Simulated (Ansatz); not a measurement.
Geometry optimisation of the cluster Si3W3⁻.

```yaml
crystal:
  periodic: [false, false, false]
  atoms:
    - {symbol: W, position_ang: [1.324346, -0.629918, 0.095665]}
    - {symbol: W, position_ang: [-1.813169, -0.194759, -0.768678]}
    - {symbol: W, position_ang: [0.019020, 1.233384, -0.550938]}
    - {symbol: Si, position_ang: [1.243827, 1.132384, 1.765854]}
    - {symbol: Si, position_ang: [-0.001128, -1.161731, -1.993226]}
    - {symbol: Si, position_ang: [-0.772895, -0.379361, 1.451324]}
basis:
  gaussian: {orbitals: def2-SVPD}
total_charge: -1
magnetization: {spin_polarized: true, initial_magnetization: 3}
hamiltonian: {xc: pbe, dispersion: d4}
scf: {lower_state_search: "off"}
output: {orbitals: {seedname: orbitals}}
relax: {f_tol: 0.02, max_steps: 100}
```

```sh
$ ansatz run in.yaml --threads 4 --pin off --events-out ev --progress --plain --max-ram 4787MiB
```

Shortened log:

```
Functional definition: PBE
mean field -29093.79385545 eV, -1069.1772037059 hartree, gradient 1.7e-6 eV, S^2 3.813868; 0 other end points of the search recorded, 0 dependent functions left out
relax step   1: F+E_penalty+E_count = -29094.40521278 eV  Δ(F+E_penalty+E_count) = +0.000e0 eV  max|allowed force component| = 7.007e-1 eV/Å  Δτ_max = 0.0000 Å  (67 SCF iters, accepted)
mean field -29093.91257490 eV, -1069.1815665654 hartree, gradient 2.0e-6 eV, S^2 3.817189; 0 other end points of the search recorded, 0 dependent functions left out
relax step   2: F+E_penalty+E_count = -29094.52010954 eV  Δ(F+E_penalty+E_count) = -1.149e-1 eV  max|allowed force component| = 6.281e-1 eV/Å  Δτ_max = 0.1208 Å  (55 SCF iters, accepted)
mean field -29093.94095521 eV, -1069.1826095226 hartree, gradient 2.6e-6 eV, S^2 3.816922; 0 other end points of the search recorded, 0 dependent functions left out
relax step   3: F+E_penalty+E_count = -29094.54621642 eV  Δ(F+E_penalty+E_count) = -2.611e-2 eV  max|allowed force component| = 1.203e-1 eV/Å  Δτ_max = 0.0532 Å  (51 SCF iters, accepted)
mean field -29093.95299761 eV, -1069.1830520724 hartree, gradient 1.8e-6 eV, S^2 3.817470; 0 other end points of the search recorded, 0 dependent functions left out
relax step   4: F+E_penalty+E_count = -29094.55697576 eV  Δ(F+E_penalty+E_count) = -1.076e-2 eV  max|allowed force component| = 9.252e-2 eV/Å  Δτ_max = 0.0592 Å  (49 SCF iters, accepted)
mean field -29093.96059613 eV, -1069.1833313129 hartree, gradient 3.1e-6 eV, S^2 3.811881; 0 other end points of the search recorded, 0 dependent functions left out
relax step   5: F+E_penalty+E_count = -29094.56403414 eV  Δ(F+E_penalty+E_count) = -7.058e-3 eV  max|allowed force component| = 1.710e-1 eV/Å  Δτ_max = 0.0755 Å  (46 SCF iters, accepted)
mean field -29093.97013432 eV, -1069.1836818352 hartree, gradient 2.5e-6 eV, S^2 3.803579; 0 other end points of the search recorded, 0 dependent functions left out
relax step   6: F+E_penalty+E_count = -29094.57408301 eV  Δ(F+E_penalty+E_count) = -1.005e-2 eV  max|allowed force component| = 1.337e-1 eV/Å  Δτ_max = 0.0993 Å  (50 SCF iters, accepted)
mean field -29093.96555203 eV, -1069.1835134389 hartree, gradient 2.7e-6 eV, S^2 3.783707; 0 other end points of the search recorded, 0 dependent functions left out
relax step   7: F+E_penalty+E_count = -29094.57621500 eV  Δ(F+E_penalty+E_count) = -2.132e-3 eV  max|allowed force component| = 3.224e-1 eV/Å  Δτ_max = 0.1902 Å  (54 SCF iters, accepted)
mean field -29093.98142013 eV, -1069.1840965809 hartree, gradient 1.0e-6 eV, S^2 3.790148; 0 other end points of the search recorded, 0 dependent functions left out
relax step   8: F+E_penalty+E_count = -29094.58745213 eV  Δ(F+E_penalty+E_count) = -1.124e-2 eV  max|allowed force component| = 1.228e-1 eV/Å  Δτ_max = 0.0787 Å  (47 SCF iters, accepted)
mean field -29093.97904913 eV, -1069.1840094483 hartree, gradient 1.9e-6 eV, S^2 3.788122; 0 other end points of the search recorded, 0 dependent functions left out
relax step   9: F+E_penalty+E_count = -29094.58796008 eV  Δ(F+E_penalty+E_count) = -5.079e-4 eV  max|allowed force component| = 1.417e-1 eV/Å  Δτ_max = 0.0341 Å  (50 SCF iters, accepted)
mean field -29093.98253298 eV, -1069.1841374772 hartree, gradient 2.5e-6 eV, S^2 3.786464; 0 other end points of the search recorded, 0 dependent functions left out
relax step  10: F+E_penalty+E_count = -29094.58984576 eV  Δ(F+E_penalty+E_count) = -1.886e-3 eV  max|allowed force component| = 1.333e-1 eV/Å  Δτ_max = 0.0173 Å  (43 SCF iters, accepted)
mean field -29093.98271254 eV, -1069.1841440760 hartree, gradient 1.9e-6 eV, S^2 3.785985; 0 other end points of the search recorded, 0 dependent functions left out
relax step  11: F+E_penalty+E_count = -29094.59032810 eV  Δ(F+E_penalty+E_count) = -4.823e-4 eV  max|allowed force component| = 1.715e-2 eV/Å  Δτ_max = 0.0062 Å  (43 SCF iters, accepted)
Total energy: -29094.59036751 eV, -1069.2064749845 hartree
Atom 0 at     1.106593    -0.750589     0.032510 Å, force     0.002768    -0.010667    -0.017155 eV/Å
Atom 1 at    -1.599018    -0.551962    -0.589298 Å, force    -0.011810    -0.016187    -0.009037 eV/Å
Atom 2 at    -0.003726     1.168208    -0.624054 Å, force     0.012232     0.016192     0.011227 eV/Å
Atom 3 at     1.288771     0.989133     1.775870 Å, force    -0.000148     0.009440     0.007598 eV/Å
Atom 4 at     0.140101    -0.915151    -2.316583 Å, force    -0.002134    -0.004254     0.003904 eV/Å
Atom 5 at    -0.932721     0.060360     1.721556 Å, force    -0.000907     0.005475     0.003462 eV/Å
Dipole moment:    -0.391526    -0.067110    -0.268096 e Å
Checks for a lower state left out: stability, starts, cluster_reference, orbital_swaps, neighbouring_geometries, increment
```

Hardware: 4 threads of Arm Neoverse V2 on a shared host. Wall time 73 s.

In the def2 sets W takes a core potential; there is no spin–orbit coupling. The highest occupied level of the charge -1 quartet lies above zero (up to 0.24 eV). The electron is either unbound and held by the finite basis, or the level is raised by self-interaction error. At PBE-D4/def2-SVPD a doublet of charge -1 lies 0.29 eV below the quartet, each at its own geometry. The structure comes from a short search, and lower isomers may exist.
